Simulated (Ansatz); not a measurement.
`CO[SiH]([SiH3])S` + H₂ → `[SiH3][SiH2]S` + CH₃OH at 600 K and 1 bar (hydrogenolysis of the Si–O bond).

Calculated with Ansatz (gas phase, PBE0-D4/def2-TZVP geometries, no zero-point term in ΔE). CCSD(T)/CBS adds triple-zeta CCSD(T) − MP2 to the extrapolated MP2 energy (def2 sets, frozen cores). This one scheme is used for every species. Each species was taken in one conformer, which may not be the lowest.

```json
{"species": "`CO[SiH]([SiH3])S`", "CCSD(T)/CBS energy (Eh)": "-1094.02757", "H − E (kJ/mol)": "305.9", "S (J/(mol·K))": "519.0"}
{"species": "H₂", "CCSD(T)/CBS energy (Eh)": "-1.17544", "H − E (kJ/mol)": "43.9", "S (J/(mol·K))": "150.8"}
{"species": "`[SiH3][SiH2]S`", "CCSD(T)/CBS energy (Eh)": "-979.55409", "H − E (kJ/mol)": "192.1", "S (J/(mol·K))": "424.6"}
{"species": "CH₃OH", "CCSD(T)/CBS energy (Eh)": "-115.61712", "H − E (kJ/mol)": "163.6", "S (J/(mol·K))": "277.3"}
```

H − E and S are ideal-gas, rigid-rotor, harmonic terms from PBE0-D4/def2-TZVP, for one conformer and one mirror image of each species. The MP2-based limit puts H₂ 0.8 mEh under its directly extrapolated value; such offsets cancel only in part. 1 Eh = 2625.50 kJ/mol, R = 8.31446 J/(mol·K).

**Question.** By hand: ΔE, ΔH, ΔS and ΔG.

**Answer.** ΔE = (-979.55409) + (-115.61712) − (-1094.02757) − (-1.17544) = 0.03180 Eh = 83.5 kJ/mol. Δ(H − E) = 192.1 + 163.6 − 305.9 − 43.9 = 5.9, so ΔH = 89.4 kJ/mol. ΔS = 424.6 + 277.3 − 519.0 − 150.8 = 32.1 J/(mol·K). ΔG = 89.4 − 600 × (32.1)/1000 = 70.1 kJ/mol.

**Question.** By hand: the equilibrium constant, and the temperature at which ΔG would vanish if ΔH and ΔS stayed fixed.

**Answer.** log₁₀ K = −ΔG/(RT ln 10) = -6.1. ΔG = 0 at ΔH/ΔS = 2785 K, far beyond where these terms or the molecules hold.

ΔH outweighs TΔS. A doubt of 5 kJ/mol in ΔE shifts log₁₀ K by 0.4 here. Other conformers and mirror images would add mixing entropy, several J/(mol·K) or more a flexible species. These are equilibria of isolated gas molecules and say nothing of rates. Largest T1 diagnostic: 0.012 (customary marks: 0.02 for closed shells, 0.045 for open ones).
